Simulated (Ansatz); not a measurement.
The same path of Cl3HSi + FH (7 atoms, charge 0, multiplicity 1) was run twice with different band settings. Lost on the way: Si1–H2, F6–H7. Made: Si1–F6, H2–H7.

Level of theory: Ansatz, RHF/6-31G*.

Relaxed end points:

```xyz
7
Properties=species:S:1:pos:R:3
Si 0.408 0.000 -0.300
H 0.433 0.000 1.151
Cl 2.339 0.000 -0.974
Cl -0.531 1.669 -0.992
Cl -0.531 -1.669 -0.992
F -2.380 0.000 1.587
H -2.503 0.000 2.491
```

```xyz
7
Properties=species:S:1:pos:R:3
Si -0.310 0.002 -0.988
H -0.465 -0.006 3.835
Cl 1.515 0.003 -0.122
Cl -0.567 1.662 -2.111
Cl -0.568 -1.662 -2.105
F -1.394 0.004 0.148
H -0.976 -0.003 3.314
```

Common settings: spring 5.0 eV/Å²; optimiser quadratic models (default); start path through a guess of the saddle point; force threshold 0.05 eV/Å; iteration limit 60; end points relaxed.

| run | movable images | climbing image |
| --- | --- | --- |
| 1 | 9 | yes |
| 2 | 1 | no |

**Question.** What does each run give, and how far can it be trusted?

**Answer.** Run 1: converged after 11 iterations, highest image 2.466 eV above the first end. Neighbouring images differ by up to 1.6 eV, so the band resolves the path poorly. A vibrational analysis at the climbing image gives one clearly imaginary mode, 1756i cm⁻¹: a first-order saddle point.
Run 2: converged after 11 iterations, highest image 0.588 eV above the first end. Neighbouring images differ by up to 1.9 eV, so the band resolves the path poorly. No image climbed, so the highest image needn't sit at the top of the path. A band with more images between the same ends climbed to 2.47 eV, so this one has probably stepped over the top. So few images can step over the top or miss a turn of the path.
The orbitals stay closed-shell, which can raise the energy where a bond breaks towards radicals; this wasn't checked here.
